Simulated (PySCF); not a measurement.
H$_{3}$ISn (SMILES [SnH3][I]), singlet, at a GFN2-xTB geometry (such geometries of metal compounds can be far from the true shape) (all electrons, no relativity); CASSCF(4,6)/STO-3G run with PySCF.

Here is a job for PySCF.
```python
from pyscf import gto, scf, mcscf
import numpy

mol = gto.M(
    atom='''
Sn   -1.311623   -0.043676   -0.012276
I     1.339601    0.044608    0.012538
H    -1.753560   -1.380948   -0.909008
H    -1.817045   -0.172277    1.573833
H    -1.847069    1.372820   -0.715531
''',
    basis='sto-3g',
    charge=0,
    spin=0,
    verbose=4,
)

mf = scf.RHF(mol)
mf.kernel()
mc = mcscf.CASSCF(mf, 6, 4)
mc.fix_spin_(ss=0.0)
mc.kernel()
occ = numpy.linalg.eigvalsh(mc.fcisolver.make_rdm1(mc.ci, mc.ncas, mc.nelecas))[::-1]
ss = mc.fcisolver.spin_square(mc.ci, mc.ncas, mc.nelecas)[0]
print('natural occupations', occ.round(4), ' <S^2>', round(ss, 4))
```

What the program printed (banner, timings and long lists left out):

```
PySCF version 2.14.0

[INPUT] verbose = 4
[INPUT] num. atoms = 5
[INPUT] num. electrons = 106
[INPUT] charge = 0
[INPUT] spin (= nelec alpha-beta = 2S) = 0
[INPUT] symmetry False subgroup None
[INPUT] Mole.unit = angstrom
[INPUT] Symbol           X                Y                Z      unit          X                Y                Z       unit  Magmom
[...]
nuclear repulsion = 600.579116539596
number of shells = 25
number of NR pGTOs = 171
number of NR cGTOs = 57
basis = sto-3g
ecp = {}

******** <class 'pyscf.scf.hf.RHF'> ********
method = RHF
initial guess = minao
damping factor = 0
level_shift factor = 0
DIIS = <class 'pyscf.scf.diis.CDIIS'>
diis_start_cycle = 1
diis_space = 8
diis_damp = 0
SCF conv_tol = 1e-09
SCF conv_tol_grad = None
SCF max_cycles = 50
direct_scf = True
direct_scf_tol = 1e-13
Set gradient conv threshold to 3.16228e-05
Initial guess from minao.
init E= -12776.4498588139
[...]
cycle= 1 E= -12815.7508119325  delta_E= -39.3  |g|= 0.345  |ddm|= 2.46
[...]
cycle= 2 E= -12815.8040978671  delta_E= -0.0533  |g|= 0.0396  |ddm|= 0.724
[...]
cycle= 3 E= -12815.805302498  delta_E= -0.0012  |g|= 0.00687  |ddm|= 0.121
[...]
cycle= 4 E= -12815.8053458314  delta_E= -4.33e-05  |g|= 0.000852  |ddm|= 0.0269
[...]
cycle= 5 E= -12815.805346485  delta_E= -6.54e-07  |g|= 6.57e-05  |ddm|= 0.00369
[...]
cycle= 6 E= -12815.8053464881  delta_E= -3.13e-09  |g|= 6.36e-06  |ddm|= 0.000226
[...]
cycle= 7 E= -12815.805346488  delta_E= 3.46e-11  |g|= 3.75e-07  |ddm|= 1.96e-05
[...]
Extra cycle  E= -12815.8053464881  delta_E= -9.46e-11  |g|= 1.02e-07  |ddm|= 8.23e-07
converged SCF energy = -12815.8053464881

******** <class 'pyscf.mcscf.mc1step.CASSCF'> ********
CAS (2e+2e, 6o), ncore = 51, nvir = 0
max_cycle_macro = 50
max_cycle_micro = 4
conv_tol = 1e-07
conv_tol_grad = None
orbital rotation max_stepsize = 0.02
orbital rotation threshold for CI restart = 0.01
augmented hessian ah_max_cycle = 30
augmented hessian ah_conv_tol = 1e-12
augmented hessian ah_linear dependence = 1e-14
augmented hessian ah_level shift = 1e-08
augmented hessian ah_start_tol = 2.5
augmented hessian ah_start_cycle = 3
augmented hessian ah_grad_trust_region = 3
kf_trust_region = 3
kf_interval = 4
ci_response_space = 4
ci_grad_trust_region = 3
with_dep4 0
natorb = False
canonicalization = True
sorting_mo_energy = False
ao2mo_level = 2
internal_rotation = False
******** <class 'pyscf.fci.addons.SpinPenaltyFCISolver'> ********
max. cycles = 50
conv_tol = 1e-08
davidson only = True
linear dependence = 1e-12
level shift = 0.001
max iter space = 12
nroots = 1
pspace_size = 400
spin = None
CASCI E = -12815.8060183542  S^2 = 0.0000000
Set conv_tol_grad to 0.000316228
macro iter   1 (  7 JK    2 micro), CASSCF E = -12815.8061928035  dE = -1.74449313e-04  S^2 = 0.0000000
               |grad[o]|=0.00164  |grad[c]|=0.00284  |ddm|=0.000222  |maxRot[o]|=0.0699
macro iter   2 (  7 JK    2 micro), CASSCF E = -12815.8065652521  dE = -3.72448587e-04  S^2 = 0.0000000
               |grad[o]|=0.0018  |grad[c]|=0.00188  |ddm|=0.000902  |maxRot[o]|=0.0699
macro iter   3 ( 21 JK    4 micro), CASSCF E = -12815.8088369483  dE = -2.27169619e-03  S^2 = 0.0000000
               |grad[o]|=0.00245  |grad[c]|=0.0907  |ddm|=0.00736  |maxRot[o]|=0.159
macro iter   4 ( 21 JK    4 micro), CASSCF E = -12815.8137107494  dE = -4.87380113e-03  S^2 = 0.0000000
               |grad[o]|=0.00633  |grad[c]|=0.0298  |ddm|=0.00552  |maxRot[o]|=0.159
macro iter   5 ( 12 JK    3 micro), CASSCF E = -12815.8201998292  dE = -6.48907972e-03  S^2 = 0.0000000
               |grad[o]|=0.0115  |grad[c]|=0.0542  |ddm|=0.0213  |maxRot[o]|=0.148
macro iter   6 ( 21 JK    4 micro), CASSCF E = -12815.8228798448  dE = -2.68001568e-03  S^2 = 0.0000000
               |grad[o]|=0.014  |grad[c]|=0.0211  |ddm|=0.0129  |maxRot[o]|=0.132
macro iter   7 ( 21 JK    4 micro), CASSCF E = -12815.8267341130  dE = -3.85426814e-03  S^2 = 0.0000000
               |grad[o]|=0.0134  |grad[c]|=0.0251  |ddm|=0.0313  |maxRot[o]|=0.186
macro iter   8 ( 21 JK    4 micro), CASSCF E = -12815.8287009930  dE = -1.96688001e-03  S^2 = 0.0000000
               |grad[o]|=0.0136  |grad[c]|=0.0142  |ddm|=0.0142  |maxRot[o]|=0.0921
macro iter   9 ( 21 JK    4 micro), CASSCF E = -12815.8299029361  dE = -1.20194312e-03  S^2 = 0.0000000
               |grad[o]|=0.0127  |grad[c]|=0.0126  |ddm|=0.0143  |maxRot[o]|=0.0554
macro iter  10 ( 21 JK    4 micro), CASSCF E = -12815.8305057149  dE = -6.02778779e-04  S^2 = 0.0000000
               |grad[o]|=0.0119  |grad[c]|=0.0108  |ddm|=0.011  |maxRot[o]|=0.0267
macro iter  11 ( 21 JK    4 micro), CASSCF E = -12815.8306763997  dE = -1.70684832e-04  S^2 = 0.0000000
               |grad[o]|=0.0113  |grad[c]|=0.00973  |ddm|=0.0085  |maxRot[o]|=0.00914
macro iter  12 ( 21 JK    4 micro), CASSCF E = -12815.8307958325  dE = -1.19432780e-04  S^2 = 0.0000000
               |grad[o]|=0.0111  |grad[c]|=0.00945  |ddm|=0.00786  |maxRot[o]|=0.00665
macro iter  13 ( 21 JK    4 micro), CASSCF E = -12815.8308754126  dE = -7.95800534e-05  S^2 = 0.0000000
               |grad[o]|=0.011  |grad[c]|=0.00927  |ddm|=0.00738  |maxRot[o]|=0.00475
macro iter  14 ( 21 JK    4 micro), CASSCF E = -12815.8309362101  dE = -6.07975289e-05  S^2 = 0.0000000
               |grad[o]|=0.0109  |grad[c]|=0.00916  |ddm|=0.00706  |maxRot[o]|=0.00356
macro iter  15 ( 21 JK    4 micro), CASSCF E = -12815.8309769263  dE = -4.07162588e-05  S^2 = 0.0000000
               |grad[o]|=0.0108  |grad[c]|=0.00907  |ddm|=0.00681  |maxRot[o]|=0.00272
macro iter  16 ( 21 JK    4 micro), CASSCF E = -12815.8310094018  dE = -3.24754747e-05  S^2 = 0.0000000
               |grad[o]|=0.0108  |grad[c]|=0.00901  |ddm|=0.00663  |maxRot[o]|=0.00232
macro iter  17 ( 21 JK    4 micro), CASSCF E = -12815.8310311395  dE = -2.17377037e-05  S^2 = 0.0000000
               |grad[o]|=0.0107  |grad[c]|=0.00897  |ddm|=0.00648  |maxRot[o]|=0.00187
macro iter  18 ( 21 JK    4 micro), CASSCF E = -12815.8310494988  dE = -1.83592765e-05  S^2 = 0.0000000
[...]
macro iter  22 ( 21 JK    4 micro), CASSCF E = -12815.8310857479  dE = -6.20051287e-06  S^2 = 0.0000000
               |grad[o]|=0.0106  |grad[c]|=0.00887  |ddm|=0.00614  |maxRot[o]|=0.000921
macro iter  23 ( 21 JK    4 micro), CASSCF E = -12815.8310900388  dE = -4.29088868e-06  S^2 = 0.0000000
               |grad[o]|=0.0106  |grad[c]|=0.00886  |ddm|=0.0061  |maxRot[o]|=0.000796
macro iter  24 ( 21 JK    4 micro), CASSCF E = -12815.8310937695  dE = -3.73074181e-06  S^2 = 0.0000000
               |grad[o]|=0.0106  |grad[c]|=0.00885  |ddm|=0.00608  |maxRot[o]|=0.000721
macro iter  25 ( 21 JK    4 micro), CASSCF E = -12815.8310964352  dE = -2.66565257e-06  S^2 = 0.0000000
               |grad[o]|=0.0106  |grad[c]|=0.00885  |ddm|=0.00605  |maxRot[o]|=0.000642
macro iter  26 ( 21 JK    4 micro), CASSCF E = -12815.8310987638  dE = -2.32864841e-06  S^2 = 0.0000000
               |grad[o]|=0.0106  |grad[c]|=0.00884  |ddm|=0.00603  |maxRot[o]|=0.00059
macro iter  27 ( 21 JK    4 micro), CASSCF E = -12815.8311004987  dE = -1.73489389e-06  S^2 = 0.0000000
               |grad[o]|=0.0106  |grad[c]|=0.00884  |ddm|=0.00602  |maxRot[o]|=0.000537
macro iter  28 ( 21 JK    4 micro), CASSCF E = -12815.8311020295  dE = -1.53078508e-06  S^2 = 0.0000000
               |grad[o]|=0.0106  |grad[c]|=0.00883  |ddm|=0.00601  |maxRot[o]|=0.000499
macro iter  29 ( 21 JK    4 micro), CASSCF E = -12815.8311032360  dE = -1.20647019e-06  S^2 = 0.0000000
               |grad[o]|=0.0106  |grad[c]|=0.00883  |ddm|=0.006  |maxRot[o]|=0.000462
macro iter  30 ( 21 JK    4 micro), CASSCF E = -12815.8311043227  dE = -1.08674249e-06  S^2 = 0.0000000
               |grad[o]|=0.0106  |grad[c]|=0.00883  |ddm|=0.00599  |maxRot[o]|=0.000434
macro iter  31 ( 21 JK    4 micro), CASSCF E = -12815.8311052407  dE = -9.17978468e-07  S^2 = 0.0000000
               |grad[o]|=0.0106  |grad[c]|=0.00883  |ddm|=0.00598  |maxRot[o]|=0.000408
macro iter  32 ( 21 JK    4 micro), CASSCF E = -12815.8311060919  dE = -8.51247023e-07  S^2 = 0.0000000
               |grad[o]|=0.0106  |grad[c]|=0.00882  |ddm|=0.00597  |maxRot[o]|=0.000386
macro iter  33 ( 21 JK    4 micro), CASSCF E = -12815.8311068598  dE = -7.67853635e-07  S^2 = 0.0000000
               |grad[o]|=0.0106  |grad[c]|=0.00882  |ddm|=0.00597  |maxRot[o]|=0.000367
macro iter  34 ( 21 JK    4 micro), CASSCF E = -12815.8311075918  dE = -7.32050466e-07  S^2 = 0.0000000
               |grad[o]|=0.0106  |grad[c]|=0.00882  |ddm|=0.00596  |maxRot[o]|=0.00035
macro iter  35 ( 21 JK    4 micro), CASSCF E = -12815.8311082843  dE = -6.92451067e-07  S^2 = 0.0000000
               |grad[o]|=0.0106  |grad[c]|=0.00882  |ddm|=0.00596  |maxRot[o]|=0.000336
macro iter  36 ( 21 JK    4 micro), CASSCF E = -12815.8311089587  dE = -6.74406692e-07  S^2 = 0.0000000
               |grad[o]|=0.0106  |grad[c]|=0.00881  |ddm|=0.00595  |maxRot[o]|=0.000323
macro iter  37 ( 21 JK    4 micro), CASSCF E = -12815.8311096149  dE = -6.56204065e-07  S^2 = 0.0000000
               |grad[o]|=0.0106  |grad[c]|=0.00881  |ddm|=0.00595  |maxRot[o]|=0.000311
macro iter  38 ( 21 JK    4 micro), CASSCF E = -12815.8311102630  dE = -6.48109562e-07  S^2 = 0.0000000
               |grad[o]|=0.0106  |grad[c]|=0.00881  |ddm|=0.00595  |maxRot[o]|=0.000301
macro iter  39 ( 21 JK    4 micro), CASSCF E = -12815.8311109032  dE = -6.40182407e-07  S^2 = 0.0000000
               |grad[o]|=0.0106  |grad[c]|=0.00881  |ddm|=0.00594  |maxRot[o]|=0.000291
macro iter  40 ( 21 JK    4 micro), CASSCF E = -12815.8311115398  dE = -6.36644472e-07  S^2 = 0.0000000
               |grad[o]|=0.0106  |grad[c]|=0.00881  |ddm|=0.00594  |maxRot[o]|=0.000283
macro iter  41 ( 21 JK    4 micro), CASSCF E = -12815.8311121732  dE = -6.33363015e-07  S^2 = 0.0000000
               |grad[o]|=0.0106  |grad[c]|=0.0088  |ddm|=0.00594  |maxRot[o]|=0.000275
macro iter  42 ( 21 JK    4 micro), CASSCF E = -12815.8311128051  dE = -6.31884177e-07  S^2 = 0.0000000
               |grad[o]|=0.0106  |grad[c]|=0.0088  |ddm|=0.00594  |maxRot[o]|=0.000268
macro iter  43 ( 21 JK    4 micro), CASSCF E = -12815.8311134351  dE = -6.29996066e-07  S^2 = 0.0000000
               |grad[o]|=0.0106  |grad[c]|=0.0088  |ddm|=0.00593  |maxRot[o]|=0.000261
macro iter  44 ( 21 JK    4 micro), CASSCF E = -12815.8311140638  dE = -6.28731868e-07  S^2 = 0.0000000
               |grad[o]|=0.0106  |grad[c]|=0.0088  |ddm|=0.00593  |maxRot[o]|=0.000255
macro iter  45 ( 21 JK    4 micro), CASSCF E = -12815.8311146907  dE = -6.26923793e-07  S^2 = 0.0000000
               |grad[o]|=0.0106  |grad[c]|=0.0088  |ddm|=0.00593  |maxRot[o]|=0.000249
macro iter  46 ( 21 JK    4 micro), CASSCF E = -12815.8311153157  dE = -6.25008397e-07  S^2 = 0.0000000
               |grad[o]|=0.0106  |grad[c]|=0.0088  |ddm|=0.00593  |maxRot[o]|=0.000244
macro iter  47 ( 21 JK    4 micro), CASSCF E = -12815.8311159383  dE = -6.22574589e-07  S^2 = 0.0000000
               |grad[o]|=0.0106  |grad[c]|=0.00879  |ddm|=0.00593  |maxRot[o]|=0.000239
macro iter  48 ( 21 JK    4 micro), CASSCF E = -12815.8311165581  dE = -6.19802449e-07  S^2 = 0.0000000
               |grad[o]|=0.0106  |grad[c]|=0.00879  |ddm|=0.00592  |maxRot[o]|=0.000234
macro iter  49 ( 21 JK    4 micro), CASSCF E = -12815.8311171746  dE = -6.16528268e-07  S^2 = 0.0000000
               |grad[o]|=0.0106  |grad[c]|=0.00879  |ddm|=0.00592  |maxRot[o]|=0.000229
macro iter  50 ( 21 JK    4 micro), CASSCF E = -12815.8311177873  dE = -6.12692020e-07  S^2 = 0.0000000
               |grad[o]|=0.0106  |grad[c]|=0.00879  |ddm|=0.00592  |maxRot[o]|=0.000225
1-step CASSCF not converged,  50 macro (1013 JK 195 micro) steps
CASSCF canonicalization
Density matrix diagonal elements [1.97775445e+00 1.97646486e+00 1.01937009e-03 1.88685516e-02
 6.89861062e-03 1.89941621e-02]
CASSCF energy = -12815.8311177873
CASCI E = -12815.8311177873  E(CI) = -3.47706744410425  S^2 = 0.0000000
natural occupations [1.9810e+00 1.9732e+00 2.5300e-02 1.9400e-02 8.0000e-04 2.0000e-04]  <S^2> 0.0
```

Convergence was not reached.
